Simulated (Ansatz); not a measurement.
Species: sum formula SiP$_{2}$H$_{5}$, charge 0, multiplicity 2. It need not be the lowest isomer of its formula. SMILES: P[SiH]P
Coordinates optimised at B3LYP-D3(BJ)/def2-TZVP (Ansatz, a program for electronic structure):
```
Si
H 1 1.4889
P 1 2.2626 2 108.42
H 3 1.4186 1 93.97 2 -173.87
H 3 1.4230 4 93.57 1 -95.67
P 1 2.2702 2 114.76 3 -128.90
H 6 1.4199 1 94.46 2 -46.83
H 6 1.4226 7 93.55 1 -94.78
```
Charge 0, spin multiplicity 2.

Atomisation energy built up term by term with Ansatz (kcal/mol; UHF references for open shells; valence terms freeze the core; atomic spin-orbit terms are left out). CBS marks a two-point X^-3 extrapolation of the correlation energy; Hartree-Fock from the larger set.

| term | basis | kcal/mol |
|---|---|---|
| Hartree-Fock | aug-cc-pV(Q+d)Z | 346.69 |
| CCSD correlation | CBS(aug-cc-pV(T+d)Z,aug-cc-pV(Q+d)Z) | 142.76 |
| (T) | CBS(aug-cc-pV(T+d)Z,aug-cc-pV(Q+d)Z) | 7.99 |
| core correlation | cc-pwCVTZ | 0.58 |
| scalar relativity (X2C) | cc-pVTZ-DK against cc-pVTZ | -1.38 |
| sum: De |  | 496.6 |

(T) makes 1.6 % of the CCSD(T) atomisation energy; under 5 % is typical of single-reference molecules.
